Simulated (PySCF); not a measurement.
Which determinant of KSi lies lowest?

Unrestricted PBE0; PySCF, no relativity, basis sets K 6-31G(d,p), Si 6-31G(d,p). Outer shells of the fragments: K 4s1; Si 3s2 3p2.

Followed along the bond (rough minima from three points):

```csv
2Ms+1,unpaired,⟨S²⟩ at the start,R at minimum (Å),Te (eV)
4,"σ ↑, π ↑↑",3.75,3.04,0.00
2,"σ ↓, π ↑↑",1.76,3.08,0.52
2,"σ ↑, π ↑↓",1.76,3.05,0.52
2,σ ↑,0.75,3.05,1.34
2,π ↑,0.77,none in the scan,≤ 0.83
```

Solutions found at the starting distance of 3.060 Å, counted from the lowest of them; the search is not exhaustive and high or unbound solutions are not listed, so other states can lie among these:

| 2Ms+1 | unpaired | term | E (eV) | ⟨S²⟩ | ⟨Lz²⟩ | μ (D) |
| --- | --- | --- | --- | --- | --- | --- |
| 4 | σ ↑, π ↑↑ | ⁴Σ⁻ | 0.00 | 3.75 | 0.00 | -9.70 |
| 2 | σ ↓, π ↑↑ | mixed | 0.52 | 1.76 | 0.00 | -9.11 |
| 2 | σ ↑, π ↑↓ | mixed | 0.52 | 1.76 | 2.01 | -9.40 |
| 2 | π ↑ | ²Π | 0.89 | 0.77 | 1.00 | -7.14 |
| 2 | σ ↑ | mixed | 1.34 | 0.75 | 2.00 | -9.14 |
| 2 | π ↑ | ²Π | 1.70 | 0.75 | 1.02 | -9.70 |
| 4 | σ ↑↑, π ↑ | ⁴Π | 1.98 | 3.75 | 1.01 | 3.27 |
| 4 | σ ↑, π ↑↑ | mixed | 3.13 | 3.75 | 2.00 | 2.40 |
| 4 | π ↑↑↑ | ⁴Π | 3.40 | 3.75 | 1.00 | 2.66 |
| 4 | π ↑↑, δ ↑ | ⁴Δ | 4.44 | 3.75 | 4.00 | 0.77 |

A term symbol is given only where ⟨S²⟩ and ⟨Lz²⟩ are close to those of a pure state; real π, δ and φ orbitals otherwise mix terms. A positive dipole means K(−)Si(+).
